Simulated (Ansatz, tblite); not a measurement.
Removing an electron: GeEt3(NHMe) (C₇H₁₉GeN). Total charge 0; singlet. Geometry: r2SCAN-D4/def2-SVP. Ansatz, gas phase; energy differences of separate SCF runs; the oxidised species was run as a doublet alone.

```xyz
28

Ge    0.028    0.028   -0.019
C    -0.484   -1.865    0.069
C    -1.763   -2.169   -0.712
H    -0.589   -2.151    1.131
H     0.360   -2.462   -0.320
H    -2.009   -3.244   -0.702
H    -2.629   -1.632   -0.293
H    -1.670   -1.854   -1.764
C     1.610    0.389    1.104
C     2.836   -0.414    0.673
H     1.353    0.179    2.158
H     1.818    1.473    1.052
H     3.730   -0.164    1.268
H     2.668   -1.499    0.779
H     3.084   -0.228   -0.386
C    -1.463    1.195    0.499
C    -1.978    0.917    1.911
H    -2.264    1.059   -0.249
H    -1.135    2.245    0.409
H    -2.821    1.576    2.180
H    -2.333   -0.122    2.018
H    -1.194    1.069    2.670
N     0.378    0.339   -1.811
C     0.811    1.649   -2.256
H     0.918   -0.406   -2.248
H     0.749    1.737   -3.355
H     0.141    2.422   -1.845
H     1.846    1.934   -1.963
```

The xTB rows come from tblite.

| level | −HOMO (eV) | vertical IE (eV) | −LUMO (eV) | HOMO–LUMO gap (eV) |
| --- | --- | --- | --- | --- |
| GFN1-xTB | 10.28 | 13.08 | 4.57 | 5.72 |
| GFN2-xTB | 9.45 | 12.30 | 2.39 | 7.06 |
| PBE-D4/def2-TZVP | 4.81 | 7.67 | 0.00 | 4.81 |
| PBE0-D4/def2-TZVP | 6.15 | 7.94 | -0.80 | 6.96 |
| r2SCAN0-D4/def2-TZVP | 6.33 | 7.92 | -1.20 | 7.53 |

Relaxing the oxidised species (r2SCAN-D4/def2-SVP) changes its energy by -0.40 eV at PBE-D4/def2-TZVP, so the adiabatic ionisation energy to this nearest minimum is 7.27 eV. At PBE0-D4/def2-TZVP it is 7.46 eV.    Raw xTB energy differences between charge states are shifted by several eV; the methods need an empirical correction for them.
